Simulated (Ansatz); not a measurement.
All values below come from PBE-D3(BJ)/def2-TZVP // B3LYP-D3(BJ)/def2-SVP (Ansatz, a first-principles code). Gas-phase values, no solvent. One relaxed conformer stands for a flexible species; it need not be the lowest.  In the def2 sets, heavy atoms carry core potentials.

Reference species (SMILES): `C[Te]O` (C–Te–O–H torsion 91°) (neutral, multiplicity 1).

```json
{
 "vertical ionisation energy (Delta-SCF)": "8.13 eV",
 "adiabatic ionisation energy (no zero-point term)": "7.74 eV",
 "hole reorganisation energy (four-point)": "0.596 eV"
}
```

After one change: the vertical ionisation energy (Delta-SCF) falls by 0.26 eV; the adiabatic ionisation energy (no zero-point term) decreases by 0.22 eV; the hole reorganisation energy (four-point) drops by 0.048 eV.

Which change was made? The new species is one of these.
A. `C=CCC[Te]O`
B. `CC(C)(C)[Te]O` (C–C–Te–O torsion 58°, C–Te–O–H torsion 94°)
C. `O[Te]c1ccccc1` (H–O–Te–C torsion 87°, O–Te–C–C torsion 9°)
D. `O[Te]C(F)(F)F` (H–O–Te–C torsion 85°)

A, `C=CCC[Te]O`
